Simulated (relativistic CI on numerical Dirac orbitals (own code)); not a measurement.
## Os5+: 4d photoemission

Computed with this model: Dirac-Coulomb-Breit CI, separate exchange-only KLI orbitals for each configuration, a model potential for QED, valence Slater integrals scaled by 0.9, multiplet model of photoemission in the sudden approximation; configurations [Xe] 4f14 5d3 → [Kr] 4d9 4f14 5s2 5p6 5d3; 80 K; Lorentzian 4.9 eV and Gaussian 0.6 eV FWHM. Energies are those of the free ion, without screening or charge transfer. The energies are binding energies and can lie tens of eV above those of solids. S is read from ⟨S²⟩ = S(S + 1).

Computed curve for free ion, scaled to 100 at the maximum (points under 2 are left out and the grid is thinned):

Energy (eV), Intensity and a bar:
```
    338.0        2.1 
    339.2        2.4 
    340.8        2.8 
    342.0        3.3 
    343.2        3.8 #
    344.4        4.5 #
    346.0        5.8 #
    347.2        7.2 ##
    348.4        9.1 ##
    349.6       12.0 ###
    351.2       18.5 #####
    352.4       27.1 ########
    353.6       42.3 ############
    354.8       67.3 ####################
    356.4       99.6 ##############################
    357.6       89.1 ###########################
    358.8       61.7 ##################
    360.0       40.9 ############
    361.6       26.3 #######
    362.8       21.2 ######
    364.0       18.3 #####
    365.2       17.3 #####
    366.8       19.3 #####
    368.0       24.6 #######
    369.2       35.2 ##########
    370.4       50.4 ###############
    372.0       58.6 #################
    373.2       49.4 ###############
    374.4       37.0 ###########
    375.6       26.7 ########
    377.2       16.9 #####
    378.4       12.1 ###
    379.6        8.8 ##
    380.8        6.7 #
    382.4        4.9 #
    383.6        4.0 #
    384.8        3.4 
    386.0        2.9 
    387.6        2.4 
    388.8        2.1
```

The ground state has S = 1.40, and the centroid lies at 362.80 eV.
